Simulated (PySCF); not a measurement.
## How methods differ on the excitation energy of Fe⁺

Fe⁺ [Ar] 3d6 4s1 (6D) → Fe⁺ [Ar] 3d5 4s1 4p1 (8P), as a difference of total energies. All numbers are calculated (PySCF 2.14, scalar relativity by spin-free X2C-1e, in aug-cc-pVDZ-DK). Correlated levels: valence: [Ar] frozen. The calculations carry no spin-orbit coupling.

```csv
method,excitation energy (eV),error (eV)
UHF,4.554,-1.925
LDA,7.425,+0.946
PBE,7.387,+0.908
PBE0,6.916,+0.437
r2SCAN,6.723,+0.244
M06,6.814,+0.335
r2SCANh,6.623,+0.144
BHandHLYP,6.781,+0.302
HSE06,6.940,+0.461
MP2 (valence),5.927,-0.552
SCS-MP2 (valence),6.119,-0.360
```

Reference: 6.479 eV (measured; NIST levels, between the centres of gravity of the two terms).

Errors of the correlated levels include the incompleteness of this basis and the frozen core.
